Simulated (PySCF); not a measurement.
Gas-phase equilibrium of 1 mol GeCl₄, 0.35 mol O₂ at 2000 K and 0.0100 bar, among 12 species (ClO, O₂, O, GeCl₃, Ge₂O₂, O₃, GeCl₄, Cl, Cl₂, GeO₂, GeCl₂, GeO). Only gases are allowed; each row takes one source of thermochemistry for all species, and Cantera finds the minimum.

Computed with PySCF (xtb for GFN2) and rigid-rotor harmonic-oscillator thermochemistry at 1 bar. † marks an energy on the PBE0/def2-TZVP geometry and frequencies; other levels use their own. Open shells (unrestricted) among the columns below: O₂ (multiplicity 3), Cl (multiplicity 2, electronic degeneracy 6); the rest are closed-shell singlets. GFN2 has no spin-polarisation term. Spin-orbit splitting is ignored; it lowers the true energy and changes the entropy of Cl. Ge: all electrons, no relativistic terms. The harmonic model lacks anharmonicity and excited electronic states, which grow with temperature; levels with a mode under 35 cm⁻¹ are left out.

Molecules larger than those listed are left out, and so are free Ge atoms, whose spin-orbit terms are large. Also missing: (GeO)n, which can matter at low temperature or high pressure.

With GFN2-xTB thermochemistry: Cl 0.59, GeO 0.18, Cl₂ 0.15, GeCl₂ 0.079, O₂ 3.9e-9.

Question: How far does the composition move with the other sources (PBE0/def2-QZVP†, PBE0/def2-SVP†, PBE0/def2-TZVP)?

Answer: 
| thermochemistry | x Cl | x GeO | x Cl₂ | x GeCl₂ | x O₂ |
|---|---|---|---|---|---|
| GFN2-xTB | 0.59 | 0.18 | 0.15 | 0.079 | 3.9e-9 |
| PBE0/def2-QZVP† | 0.73 | 0.13 | 0.010 | 0.11 | 0.019 |
| PBE0/def2-SVP† | 0.72 | 0.11 | 0.0017 | 0.14 | 0.030 |
| PBE0/def2-TZVP | 0.72 | 0.12 | 0.0088 | 0.12 | 0.024 |
The most sensitive of these is O₂: it spans a factor of 10^6.9 over these rows; at this temperature one factor of ten is RT ln 10 = 38 kJ/mol.
